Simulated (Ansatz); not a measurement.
Other settings, tried on [TaO3(OH)]2- (TaO4H²⁻).

```yaml
crystal:
  periodic: [false, false, false]
  atoms:
    - {symbol: Ta, position_ang: [0.284467, 0.294057, 0.269428]}
    - {symbol: O, position_ang: [0.079403, 0.271975, 2.093327]}
    - {symbol: O, position_ang: [2.057312, 0.402782, -0.193310]}
    - {symbol: O, position_ang: [-0.701173, 1.634836, -0.509734]}
    - {symbol: O, position_ang: [-0.518958, -1.442283, -0.522262]}
    - {symbol: H, position_ang: [-1.201051, -1.161357, -1.137458]}
basis:
  gaussian: {orbitals: ANO-RCC-VTZP, final_grid: {core_spheres: 20, valence_spheres: 16, degree: 47}}
total_charge: -2
hamiltonian: {xc: {name: B97}}
scf: {omitted_lower_state_checks: [starts]}
output: {forces: true}
```

```sh
$ ansatz run in.yaml --threads 4 --pin off --events-out ev --progress --plain --max-ram 3916MiB
```

It prints (some lines left out):

```
Functional definition: B97
2114 factors; their error is unknown
mean field evaluation 1: about -432899.6085 eV, gradient 7.7e1 eV
mean field evaluation 2: about -432800.6118 eV, gradient 2.9e2 eV
mean field evaluation 4: about -432906.8890 eV, gradient 1.6e1 eV
mean field evaluation 8: about -432907.3168 eV, gradient 4.6e-1 eV
mean field evaluation 16: about -432907.8661 eV, gradient 1.8e-3 eV
mean field -432907.86611039 eV, -15909.0706440662 hartree, gradient 3.5e-5 eV, S^2 0.000000; 0 other end points of the search recorded, 0 dependent functions left out
reference -432907.86614328 eV, -15909.0706452749 hartree; 54, 54 occupied and 184, 184 virtual orbitals, 2114 factors
Total energy: -432907.86614328 eV, -15909.0706452749 hartree
Relativity: scalar
Atom 0 at     0.284467     0.294057     0.269428 Å, force     0.083328     0.298187     0.094633 eV/Å
Atom 1 at     0.079403     0.271975     2.093327 Å, force     0.022954    -0.032680    -0.318702 eV/Å
Atom 2 at     2.057312     0.402782    -0.193310 Å, force    -0.304699    -0.056470     0.064953 eV/Å
Atom 3 at    -0.701173     1.634836    -0.509734 Å, force     0.155953    -0.233404     0.122307 eV/Å
Atom 4 at    -0.518958    -1.442283    -0.522262 Å, force    -0.009033     0.023099    -0.013524 eV/Å
Atom 5 at    -1.201051    -1.161357    -1.137458 Å, force     0.051497     0.001269     0.050333 eV/Å
Dipole moment:    -0.370856    -0.439422    -0.354680 e Å
Checks for a lower state left out: starts
```

It took 27 s on 4 threads of Arm Neoverse V1 on a shared host, peak host memory 0.95 GiB.

DK, ANO-RCC and x2c sets are all-electron and run with scalar relativity unless a key says otherwise. A multiply charged anion in the gas phase is held together partly by the finite basis. The highest occupied level of an anion often lies above zero with these methods, and sets without diffuse functions describe the outer electron poorly.

The dipole of an ion depends on the origin.
